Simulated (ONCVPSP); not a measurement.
# strontium: excitation energies, all-electron against ONCV

ONCVPSP 4.0.1 input, shortened (lines: element, Z, core and valence counts, functional; n l f; lmax; l rc ep ncon nbas qcut; lloc lpopt rc5 dvloc0; l nproj debl; icmod fcfact rcfact), PBE, fully relativistic:

```
  Sr 38.00    6    3        4      upf
    1    0    2.00
    2    0    2.00
    2    1    6.00
    3    0    2.00
    3    1    6.00
    3    2   10.00
    4    0    2.00
    4    1    6.00
    5    0    2.00
    3
    0    2.40    0.00    4    8    4.60
    1    1.70    0.00    3    7    4.10
    2    2.05    0.45    5    8    5.10
    3    2.35    0.29    4    9    4.20
    4    5    1.65    0.00
    0    3    3.80
    1    2    0.50
    2    2    3.30
    3    2    1.50
    0    0.00    0.00
```

Open shells are filled in proportion to 2j + 1.

In the p channel the program set the typed energies aside and used -0.825, 0.250 Ha (j = l + 1/2; the other j can differ). In the d channel the program set the typed energies aside and used 0.050, 3.350 Ha (j = l + 1/2; the other j can differ).

Energies are relative to the spin-unpolarised reference configuration 4s2 4p6 5s2; without spin polarisation the order of configurations can differ from experiment.

```json
{"valence configuration": "4s2 4p6 5s1", "charge": "+1", "ΔE all-electron (eV)": "5.885", "error AE − PS (meV)": "-0.2"}
{"valence configuration": "4s2 4p6 5s0", "charge": "+2", "ΔE all-electron (eV)": "16.890", "error AE − PS (meV)": "-1.9"}
{"valence configuration": "4s1 4p6 5s2", "charge": "+1", "ΔE all-electron (eV)": "47.012", "error AE − PS (meV)": "-227"}
```

Problem. What are ΔE and the potential's error for 4s2 4p6 5s1.5?

Solution. ΔE = 2.339 eV all-electron; the error (AE − PS) is 0.0 meV.
